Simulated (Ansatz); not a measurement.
Ansatz (an electronic-structure program) input:
A basis named .json is the Basis Set Exchange file of that set.

Ansatz 0.2 input:
```yaml
crystal:
  periodic: [false, false, false]
  atoms:
    - {symbol: V, position_ang: [0.04273859, -0.00790214, -0.00722984]}
    - {symbol: F, position_ang: [1.73391132, -0.32059119, -0.29331565]}
    - {symbol: F, position_ang: [-0.80470041, -0.40849445, 1.47945591]}
    - {symbol: F, position_ang: [-1.03843175, 0.74927999, -1.16766401]}
basis:
  gaussian:
    orbitals: def2-TZVPPD.json
    fitting: {mean_field: def2-universal-jkfit, correlation: def2-TZVPPD-RIFIT.json}
total_charge: -1
magnetization: {spin_polarized: true, initial_magnetization: 3}
correlation: {method: mp2, electrons: outside_noble_gas}
```

### Question
Which total energy does the run end on?

### Answer
-1242.45144 Eh (RI-MP2/def2-TZVPPD). The basis has 187 functions.

This state (charge -1, quartet) is run at the relaxed geometry of the species with charge 0 and multiplicity 3.
